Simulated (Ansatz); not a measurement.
`O=C[SiH2][CH2][InH2]` + `OBF` → `FB[O][InH2]` + `C[SiH2]C=O`  (ligand exchange at the In–C bond)

Computed with Ansatz on PBE0-D4/def2-TZVP structures; ΔE is electronic, products minus reactants. CCSD(T)/CBS is the MP2 limit (def2-TZVPP, def2-QZVPP) plus CCSD(T) − MP2 in def2-TZVPP, frozen cores. This one scheme is used for every species. DFT in def2-TZVPP. def2 core potentials past Kr. For In outer-core shells are correlated without core-valence functions, which leaves a few kJ/mol of doubt a bond. Each species was taken in one conformer, which may not be the lowest.

`O=C[SiH2][CH2][InH2]`:

```xyz
12

O     1.215   -0.812    2.663
C     1.006    0.316    2.295
Si    0.227    0.719    0.576
C    -0.140   -0.806   -0.397
In   -1.020   -0.414   -2.332
H     1.270    1.167    2.972
H    -0.996    1.528    0.855
H     1.193    1.622   -0.116
H    -0.828   -1.431    0.178
H     0.791   -1.360   -0.544
H    -2.737   -0.311   -2.456
H     0.020   -0.216   -3.693
```

`OBF`:

```xyz
5

O    -0.118    0.324    0.943
B     0.297   -0.147   -0.246
F    -0.560   -0.263   -1.259
H    -1.054    0.550    0.960
H     1.436   -0.464   -0.399
```

`FB[O][InH2]`:

Cartesian coordinates in Å:
```
F 0.817 1.096 0.701
B -0.085 1.338 -0.322
O -0.705 0.295 -0.817
In -0.037 -1.377 0.195
H -0.208 2.480 -0.651
H -1.051 -1.732 1.516
H 1.270 -2.100 -0.621
```

`C[SiH2]C=O`:

```xyz
10

C    -0.344   -0.618   -1.259
Si    0.102    0.727   -0.055
C     0.331   -0.030    1.701
O     0.187   -1.208    1.915
H    -1.268   -1.111   -0.951
H     0.443   -1.374   -1.292
H    -0.483   -0.217   -2.265
H    -0.953    1.773    0.059
H     1.379    1.412   -0.401
H     0.606    0.646    2.548
```

```tsv
level	ΔE (kcal/mol)	difference from CCSD(T)/CBS
PBE-D4	-16.0	1.1
ωB97M-V	-17.1	0.0
B2PLYP	-17.9	-0.8
r2SCAN	-18.3	-1.2
MP2/def2-TZVPP	-15.7	1.4
SCS-MP2/def2-TZVPP	-16.9	0.2
CCSD(T)/def2-TZVPP	-16.4	0.7
MP2/def2-QZVPP	-16.3	0.8
SCS-MP2/def2-QZVPP	-17.4	-0.3
HF/CBS(def2)	-18.5	-1.4
CCSD(T)/CBS	-17.1	0
```

Largest T1 diagnostic among the species: 0.016.

In def2-TZVPP, CCSD(T) changes the Hartree–Fock value by +1.7 kcal/mol (the triples alone add −0.0 kcal/mol) and MP2 by +2.4 kcal/mol. From PBE to PBE0 (25 % exact exchange), in def2-TZVPP and without D4, ΔE moves by +0.7 kcal/mol.
